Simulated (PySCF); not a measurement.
Species: C7H11N2 (charge +1).
SMILES: `c1c(ccc(c1)NC)[NH3+]`

Method used: PySCF, TDDFT CAM-B3LYP/def2-SVPD, vertical, gas phase, core orbitals frozen in the response. The structure is a single PBE0-D3(BJ)/def2-SVP conformer in the gas phase; no vibrational or solvent corrections. Torsions of this conformer, `[CH3:1][NH:2][c:3]1[cH:4][cH:5][c:6]([NH3+:7])[cH:8][cH:9]1`: C1–N2–C3–C4 0°.

Each state is given a Gaussian of 0.25 eV full width at half maximum, with ε(max) = 2.175×10⁸ f / Δν̃ (Δν̃ the width in cm⁻¹). The width is an assumption, not a result. The curve ends short of the highest state used, and states not computed would add to its high-energy end.

```
λ (nm)  ε (L mol⁻¹ cm⁻¹)
 209.8                 2
 213.0                 0
 216.2                 0
 219.5                 0
 222.7                12
 225.9               178
 229.1              1439
 232.4              6920
 235.6             18832
 238.8             31899
 242.1             34742
 245.3             25059
 248.5             12479
 251.7              4446
 255.0              1148
 258.2               287
 261.4               185
 264.6               448
 267.9              1167
 271.1              2273
 274.3              3389
 277.5              3925
 280.8              3567
 284.0              2599
 287.2              1543
 290.4               756
 293.7               301
 296.9               104
 300.1                31
 303.3                 8
```

Problem. Where are the band maxima, and which computed states make them?

Solution. 278 nm (4.46 eV), ε about 3900, made up of S1 (100%); 241 nm (5.14 eV), ε about 35000, made up of S3 (100%) (ε in L mol⁻¹ cm⁻¹; maxima over ε = 5, shares over 10%). At its high-energy end, 5.91 eV, the curve is still rising (ε about 2.2, from S4). The states used: S1 4.46 eV (f 0.036); S2 4.87 eV (f 0.0007); S3 5.14 eV (f 0.329); S4 6.21 eV (f 0.0013); S5 6.36 eV (f 0.0012); S6 6.51 eV (f 0.0022).

Problem. On this curve, what absorbance would a 10⁻⁵ mol/L sample give at 248 nm over a 1 cm path?

Solution. 248 nm is 4.999 eV, where ε is about 14000 L mol⁻¹ cm⁻¹, so A = ε c l ≈ 0.14 (Beer–Lambert, with the gas-phase spectrum and the assumed width).

Problem. What would ε be at 5.14 eV, the highest of these maxima, with half the width (0.125 eV)?

Solution. About 70800 L mol⁻¹ cm⁻¹ against 35500, a factor of about 2.00; a lone state at its own centre would give exactly 2.

Problem. Coming from long wavelengths, where does ε first pass 100 L mol⁻¹ cm⁻¹?

Solution. At about 297 nm (4.17 eV), 0.29 eV below S1.

On one thread of an Intel Xeon 6975P-C, shared host with 192 logical CPUs at a one-minute load of 50, this took 59 s wall and 1.3 GiB of memory at its peak.
